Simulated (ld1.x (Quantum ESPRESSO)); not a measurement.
## What one change does to a pseudopotential (C, TM)

- Element: carbon
- Generator: ld1.x (Quantum ESPRESSO) 7.5
- Type: norm-conserving Troullier–Martins (Kleinman–Bylander form)
- Functional: LDA (PZ)
- Relativity: scalar-relativistic
- Frozen core: [He]
- Valence charge: 4
- Reference configuration: 2s1.75 2p2.25
- Partial waves: 2s (bound): rc 1.25 bohr; 2p (bound): rc 1.75 bohr; 3d channel at 0.45 Ry: rc 1.75 bohr
- Local potential: the d channel
- Core correction: a·sin(br)/r model core, default radius (core density twice the valence density)

Change: type RRKJ; local potential the p channel.

Cutoffs: the cutoffs (Ry, on a coarse ladder) from which the occupation-weighted sum of valence levels, in a spherical-Bessel basis at the reference potential, stays within 10 and 1 mRy of its value at 400 Ry; they do not see the model core or the augmentation charge, which bear on the density cutoff. Errors are all-electron minus pseudo energies relative to the spin-unpolarised reference configuration.

Predict the effect on cutoff, ghosts and configuration errors.

The potential gets neither clearly harder nor softer (35 Ry and 80 Ry → 45 Ry and 60 Ry); of the 9 tests that both files solve, the error grows in 1 and shrinks in 5 by more than 15 % and 0.3 meV (median size 21.3 → 11.1 meV); neither file shows a bound ghost.

```csv
quantity,base,changed
"cutoff, loose",35 Ry,45 Ry
"cutoff, tight",80 Ry,60 Ry
loose cutoff by channel (10 mRy a level),"s 30 Ry, p 30 Ry","s 40 Ry, p 30 Ry"
bound ghosts,none,none
"error for 2s2 2p2, meV [ΔE -2.06 eV]",+0.4,+0.3
"error for 2s2 2p1, meV [ΔE 8.93 eV]",+23,+11
"error for 2s2 2p0, meV [ΔE 33.19 eV]",+188,+129
"error for 2s2 2p2.3, meV [ΔE -3.26 eV]",-0.1,-0.6
"error for 2s1 2p3, meV [ΔE 6.18 eV]",+3.6,+2.7
"error for 2s0 2p4, meV [ΔE 14.46 eV]",+21,+16
"error for 2s2 2p1.5, meV [ΔE 1.97 eV]",+5.1,+2.3
"error for 2s1.75 2p2.25 (spin-polarised), meV [ΔE -1.83 eV]",+51,+49
"error for 2s2 2p2 (spin-polarised), meV [ΔE -3.19 eV]",+30,+26
s: phases at 1.90 bohr within 0.05 rad from the reference energy up to (Ry; the scan ends near 5),3.5,4.1
p: phases at 1.90 bohr within 0.05 rad from the reference energy up to (Ry; the scan ends near 5),3.4,2.7
d: phases at 1.90 bohr within 0.05 rad from the reference energy up to (Ry; the scan ends near 5),to the end of the scan,to the end of the scan
```
